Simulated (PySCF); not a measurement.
These are PySCF 2.14.0 with TPSSh-D3(BJ)/def2-TZVP // r2SCAN-D4/def2-SVP values and carry that method's errors. All species are isolated molecules in the gas phase. 

Reference species: [Hf(Cl)2(H)2] (neutral, multiplicity 1).

- dipole moment = 0.08 D
- HOMO = -8.21 eV

Changed species: [Hf(Cl)(H)3] (3 of 4 Cl replaced by H; the reference has 2 of 4 Cl replaced by H).

Predict the effect on the dipole moment and HOMO.

the dipole moment goes up by 0.40 D, to 0.48 D; the HOMO rises by 0.17 eV, to -8.04 eV.
